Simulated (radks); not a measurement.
Spherical jellium clusters: N electrons in a uniform positive sphere of charge N and radius rs N^(1/3), rs = 3.63 bohr. Calculated with a radial shooting solver with Libxc functionals: non-relativistic Kohn-Sham, exchange-only LDA, spin-polarised, spherical densities. Levels are named by radial order and angular momentum (1s, 1p, 1d, 2s, ...), and open shells are averaged over m.

N = 14, configuration 1s2 1p6 1d(up 5, down 0) 2s(up 1, down 0). This is the lowest configuration that the search found. Occupied and some empty levels:

| level | occupation | eigenvalue (eV) | <r> (bohr) |
|---|---|---|---|
| 1s up | 1 | -5.1762 | 5.680 |
| 1s down | 1 | -4.1761 | 5.479 |
| 1p up | 3 | -4.0844 | 6.780 |
| 1p down | 3 | -3.0018 | 6.612 |
| 1d up | 5 | -2.7302 | 7.666 |
| 2s up | 1 | -2.1476 | 6.878 |
| 1d down | 0 | -1.5821 | 7.692 |
| 1f up | 0 | -1.2165 | 8.674 |
| 2s down | 0 | -1.0981 | 7.726 |
| 2p up | 0 | -0.77871 | 9.871 |
| 1f down | 0 | -0.10377 | 9.454 |
| 2p down | 0 | -0.092947 | 13.36 |

Energy (eV): total -13.2572, kinetic 28.663, external -711.43, Hartree 347.06, exchange-correlation -43.325, background 365.77.
